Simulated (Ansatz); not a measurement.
One geometry of Ga₃⁻, several levels of theory.

```yaml
crystal:
  periodic: [false, false, false]
  atoms:
    - {symbol: Ga, position_ang: [-0.482345, -0.684299, 1.187777]}
    - {symbol: Ga, position_ang: [-0.356924, 1.382986, -0.237143]}
    - {symbol: Ga, position_ang: [0.839278, -0.698687, -0.950644]}
basis:
  gaussian: {orbitals: def2-TZVPD, initial_orbitals: start.molden}
total_charge: -1
hamiltonian: {xc: {name: BHLYP}, dispersion: d4}
scf: {omitted_lower_state_checks: [starts]}
output: {orbitals: {seedname: orbitals}}
```

The file start.molden holds the orbitals of an earlier run on this structure, at another level or in another basis.

```sh
$ ansatz run in.yaml --threads 4 --pin off --events-out ev --progress --plain --max-ram 3916MiB
```

Shortened log:

```
Functional definition: BHLYP
1362 factors; their error is unknown
mean field evaluation 1: about -157131.2229 eV, gradient 1.2e1 eV
mean field evaluation 2: about -157131.3229 eV, gradient 2.1e-1 eV
mean field evaluation 4: about -157132.3907 eV, gradient 4.3e-1 eV
mean field evaluation 8: about -157132.3908 eV, gradient 8.9e-6 eV
mean field -157132.39080920 eV, -5774.5088540784 hartree, gradient 8.9e-6 eV, S^2 0.000000; 0 other end points of the search recorded, 0 dependent functions left out
reference -157132.39093311 eV, -5774.5088586319 hartree; 47, 47 occupied and 115, 115 virtual orbitals, 1362 factors
Total energy: -157132.61647091 eV, -5774.5171469931 hartree
Checks for a lower state left out: starts
```

It took 3.1 s on 4 threads of Arm Neoverse V2 on a shared host.

First input, but with `hamiltonian: {xc: {text: "exchange = 0.90*pbe_x + 0.10*exact_x\ncorrelation = pbe_c"}}` (abridged; 2.5 s):

```
Functional definition: unnamed
mean field -157112.50541048 eV, -5773.7780791539 hartree, gradient 1.8e-5 eV, S^2 0.000000
Total energy: -157112.50544039 eV, -5773.7780802531 hartree
Checks for a lower state left out: starts
```

First input, but with `hamiltonian: {xc: {text: "exchange = 0.65*pbe_x + 0.35*exact_x\ncorrelation = pbe_c"}}` (abridged; 2.7 s):

```
Functional definition: unnamed
mean field -157115.33770729 eV, -5773.8821641421 hartree, gradient 1.8e-5 eV, S^2 0.000000
Total energy: -157115.33772876 eV, -5773.8821649309 hartree
Checks for a lower state left out: starts
```

First input, but with `gaussian: {orbitals: 6-31G}`, `hamiltonian: {xc: hf}` (abridged; 0.65 s):

```
Functional definition: HF
mean field -156975.52846344 eV, -5768.7442691966 hartree, gradient 2.2e-5 eV, S^2 0.000000
Total energy: -156975.52846344 eV, -5768.7442691966 hartree
Checks for a lower state left out: starts
```

As the first input, with `hamiltonian: {xc: {text: "exchange = 0.50*pbe_x + 0.50*exact_x\ncorrelation = pbe_c"}}` (abridged; 3 s):

```
Functional definition: unnamed
mean field -157117.17132850 eV, -5773.9495484786 hartree, gradient 8.6e-6 eV, S^2 0.000000
Total energy: -157117.17134507 eV, -5773.9495490877 hartree
Checks for a lower state left out: starts
```

As the first input, with `hamiltonian: {xc: hse06, dispersion: d4}` (abridged; 2.5 s):

```
Functional definition: HSE06
mean field -157114.15947468 eV, -5773.8388648921 hartree, gradient 3.5e-5 eV, S^2 0.000000
Total energy: -157114.24503465 eV, -5773.8420091631 hartree
Checks for a lower state left out: starts
```

First input, but with `hamiltonian: {xc: {name: CAM-B3LYP}, dispersion: d4}` (abridged; 3.4 s):

```
Functional definition: CAM-B3LYP
mean field -157144.03259227 eV, -5774.9366817148 hartree, gradient 2.1e-5 eV, S^2 0.000000
Total energy: -157144.12665284 eV, -5774.9401383771 hartree
Checks for a lower state left out: starts
```

Geometry: PBE-D4/def2-TZVPD.

The 6-31G sets use Cartesian d functions. HSE06 is defined as in plane-wave codes, on full-range PBE exchange. The restricted singlet is unstable towards broken spin symmetry at other levels; at BHLYP-D4/def2-TZVPD, PBE with 10 % exact exchange/def2-TZVPD, PBE with 35 % exact exchange/def2-TZVPD, PBE with 50 % exact exchange/def2-TZVPD and others this wasn't settled. At PBE with 10 % exact exchange/def2-TZVPD, HSE06-D4/def2-TZVPD the highest occupied level of the charge -1 singlet lies above zero (up to 0.20 eV). By energy differences its removal costs 1.60 eV (vertical, to the charge 0 doublet, at PBE-D4/def2-TZVPD). The restricted singlet is unstable towards broken spin symmetry in Hartree–Fock (as tested in another run); at HF/6-31G this wasn't settled. The structure comes from a short search, and lower isomers may exist.
